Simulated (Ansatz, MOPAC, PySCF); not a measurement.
Complex: N2 (SMILES N#N) (first 2 atoms) with PH3 (SMILES P); geometry from B3LYP-D3(BJ)/def2-TZVP, rigid monomers moved along the line of their centres of mass till N2···H6 is 2.95 Å.
(charge 0, multiplicity 1):
```csv
atom,x (Å),y (Å),z (Å)
N,0.6469,-0.2110,-0.5113
N,-0.3349,0.2639,-0.4876
P,0.0353,0.1013,3.2190
H,1.1304,0.6261,2.4857
H,0.0269,-1.1173,2.4928
H,-0.9283,0.7077,2.3728
```

Counterpoise-corrected where a basis set is named; no monomer relaxation. Rows marked so take none.

Frozen-core correlation. Rows in 6-31G* carry no dispersion term and start afresh at each structure (6-31G* with six Cartesian d functions). MP2/6-31G* freezes PySCF's default core. The state that PM6 reach isn't checked.

Programs: Ansatz (a first-principles code) with Gaussian orbitals; MOPAC for PM6 (differences of heats of formation); PySCF for 6-31G* rows. Values without a source in brackets are computed.

Problem. What interaction energy does MP2/aug-cc-pV(T+d)Z give?

Solution. -7 meV

Problem. What is the computed interaction energy (MP2/6-31G* (no counterpoise))?

Solution. 5 meV

Problem. What is the computed interaction energy (PM6)?

Solution. -2 meV
